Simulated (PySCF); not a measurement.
Magnetic susceptibility: `C[C@@H]1C[C@H](C)[S@@](=O)C1`, C$_{6}$H$_{12}$OS

Molfile (atoms numbered from 1):
```
C6H12OS
     RDKit          3D

 20 20  0  0  0  0  0  0  0  0999 V2000
   -2.4521    0.5296   -0.2232 C   0  0  0  0  0  0  0  0  0  0  0  0
   -1.1230   -0.0704    0.2189 C   0  0  2  0  0  0  0  0  0  0  0  0
    0.0583    0.8724   -0.0059 C   0  0  0  0  0  0  0  0  0  0  0  0
    1.3289    0.0918    0.2943 C   0  0  2  0  0  0  0  0  0  0  0  0
    2.5456    0.5717   -0.4721 C   0  0  0  0  0  0  0  0  0  0  0  0
    0.9974   -1.7087   -0.1327 S   0  0  0  0  0  4  0  0  0  0  0  0
    0.9706   -2.4139    1.1506 O   0  0  0  0  0  0  0  0  0  0  0  0
   -0.7636   -1.3273   -0.5553 C   0  0  0  0  0  0  0  0  0  0  0  0
   -3.2609   -0.1797   -0.0652 H   0  0  0  0  0  0  0  0  0  0  0  0
   -2.6685    1.4305    0.3462 H   0  0  0  0  0  0  0  0  0  0  0  0
   -2.4215    0.7882   -1.2799 H   0  0  0  0  0  0  0  0  0  0  0  0
   -1.1778   -0.3242    1.2830 H   0  0  0  0  0  0  0  0  0  0  0  0
    0.0632    1.2025   -1.0483 H   0  0  0  0  0  0  0  0  0  0  0  0
   -0.0142    1.7576    0.6279 H   0  0  0  0  0  0  0  0  0  0  0  0
    1.5311    0.0645    1.3670 H   0  0  0  0  0  0  0  0  0  0  0  0
    3.4146   -0.0328   -0.2230 H   0  0  0  0  0  0  0  0  0  0  0  0
    2.7663    1.6096   -0.2281 H   0  0  0  0  0  0  0  0  0  0  0  0
    2.3714    0.4997   -1.5441 H   0  0  0  0  0  0  0  0  0  0  0  0
   -0.8023   -1.1594   -1.6309 H   0  0  0  0  0  0  0  0  0  0  0  0
   -1.3684   -2.1910   -0.2918 H   0  0  0  0  0  0  0  0  0  0  0  0
  1  2  1  0
  2  3  1  0
  3  4  1  0
  4  5  1  0
  4  6  1  0
  6  7  2  0
  6  8  1  1
  8  2  1  0
  1  9  1  0
  1 10  1  0
  1 11  1  0
  2 12  1  1
  3 13  1  0
  3 14  1  0
  4 15  1  1
  5 16  1  0
  5 17  1  0
  5 18  1  0
  8 19  1  0
  8 20  1  0
M  END
```

Computed with GIAO HF/pcSseg-1 magnetisability, rotational g tensor and spin-rotation constants, non-relativistic, gas phase in PySCF 2.14.0. Geometry: GFN2-xTB.

How diamagnetic is it, and how anisotropic?

Isotropic -1512 × 10⁻³⁰ J/T², or -91.0 × 10⁻⁶ cm³/mol; principal values -1596, -1499, -1440 × 10⁻³⁰ J/T², anisotropy 137 × 10⁻³⁰ J/T² (root of half the summed squared differences of the principal values). The susceptibility is in cgs units.

Split it along the inertial axes a, b, c into diamagnetic and paramagnetic parts about the centre of mass, with the quadrupole moment.


```tsv
axis	χ (10⁻⁶ cm³/mol)	diamagnetic (10⁻⁶ cm³/mol)	paramagnetic (10⁻⁶ cm³/mol)	summed x² of all electrons (Å²)	quadrupole Θ (D Å)
a	-90.6	-646.7	556.1	189.6	-0.56
b	-91.8	-958.2	866.3	116.2	-1.64
c	-90.7	-1297.1	1206.4	36.3	+2.20
```
Anisotropies 2χaa − χbb − χcc = +1.3 and 2χbb − χaa − χcc = -2.4 × 10⁻⁶ cm³/mol. Θ is traceless in Buckingham's convention.

And the rotational g tensor?


| axis | rotational constant (GHz) | g | nuclear part | electronic part |
| --- | --- | --- | --- | --- |
| a | 2.3775 | -0.0173 | 0.6039 | -0.6212 |
| b | 1.4918 | -0.0095 | 0.5976 | -0.6072 |
| c | 1.0549 | -0.0084 | 0.5895 | -0.5979 |

Asymmetric top; isotopes 12C, 1H, 16O, 32S; no vibrational averaging.
